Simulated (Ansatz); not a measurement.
Ansatz (a quantum-chemistry and plane-wave program) input (RI-MP2/def2-QZVPPD):
A basis named .json is the Basis Set Exchange file of that set.

Ansatz 0.2 input:
```yaml
crystal:
  periodic: [false, false, false]
  atoms:
    - {symbol: Cd, position_ang: [-0.00000000, -0.00000000, -1.36031263]}
    - {symbol: I, position_ang: [0.00000000, 0.00000000, 1.23198125]}
basis:
  gaussian:
    orbitals: def2-QZVPPD.json
    fitting: {mean_field: def2-universal-jkfit, correlation: def2-QZVPPD-RIFIT.json}
total_charge: 1
magnetization: {spin_polarized: true, initial_magnetization: 2}
correlation: {method: mp2, electrons: outside_noble_gas}
```

End of the output:

```
integrals: 0.15 GiB planned
473 factors; integrals over basis functions are off by at most 9.6e-1 eV
544 factors; integrals over basis functions are off by at most 9.0e-1 eV
mean field: 0.54 GiB planned
mean field evaluation 1: about -12605.3350 eV, gradient 1.2e1 eV
mean field evaluation 2: about -12606.0718 eV, gradient 6.4e0 eV
mean field evaluation 4: about -12606.2660 eV, gradient 7.4e-1 eV
mean field evaluation 8: about -12606.2794 eV, gradient 2.4e-6 eV
mean field evaluation 16: about -12605.4031 eV, gradient 5.9e0 eV
mean field -12606.27942620 eV, -463.2722240699 hartree, gradient 2.4e-6 eV, S^2 2.015000; 6 other end points of the search recorded, 0 dependent functions left out
13 core orbitals not correlated
reference -12606.27942620 eV, -463.2722240699 hartree; 10, 8 occupied and 156, 158 virtual orbitals, 544 factors
second order -15.78923723 eV of doubles, -0.00000000 eV of singles
Total energy: -12622.06866343 eV, -463.8524678357 hartree
```

This state (charge 1, triplet) is run at the relaxed geometry of the species with charge 1 and multiplicity 1, and is a spin state other than that species' own.
